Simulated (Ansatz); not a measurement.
Reaction: PN (azanylidynephosphane, SMILES N#P) → PN+ (parent SMILES N#P, doublet) + e-
Each species at its own B3LYP-D3(BJ)/def2-TZVP minimum (Ansatz, a program for electronic structure).

Total energies in hartree (Ansatz). Open shells are spin-unrestricted; no spin-orbit coupling. Cores are frozen in correlated methods. No relativity. The restricted determinant of NP (N#P, singlet) is unstable towards broken spin symmetry in at least one set run. The UHF reference of NP+ (parent SMILES N#P, doublet) is spin-contaminated (<S^2> up to 0.65 over the pure value in the sets run). The spin of NP+ (parent SMILES N#P, doublet) was assumed, and the state is the lowest solution found for it.

| species | HF/cc-pV(T+d)Z | CCSD(T)/cc-pV(T+d)Z | HF/cc-pV(Q+d)Z | CCSD(T)/cc-pV(Q+d)Z | CCSDT(Q)/cc-pV(Q+d)Z |
|---|---|---|---|---|---|
| 1: PN (azanylidynephosphane, SMILES N#P) | -395.18000 | -395.54964 | -395.18738 | -395.57693 | -395.57963 |
| 2: PN+ (parent SMILES N#P, doublet) | -394.80805 | -395.11617 | -394.81529 | -395.13965 | -395.14562 |

Task: Work out the adiabatic ionisation energy (electronic) in eV: take Hartree-Fock from cc-pV(Q+d)Z, extrapolate the CCSD(T) correlation energy as X^-3 (X = 3, 4), and add CCSDT(Q) - CCSD(T) in cc-pV(Q+d)Z. 1 hartree = 27.211 eV.

Result: 
Species 1: correlation (64·(-0.38955) - 27·(-0.36964))/37 = -0.40408; step -0.00270; E1 = -395.18738 + (-0.40408) + (-0.00270) = -395.59416
Species 2: correlation (64·(-0.32436) - 27·(-0.30812))/37 = -0.33621; step -0.00597; E2 = -394.81529 + (-0.33621) + (-0.00597) = -395.15747
-1·E1 +1·E2 = 0.43669 hartree = 11.88 eV.
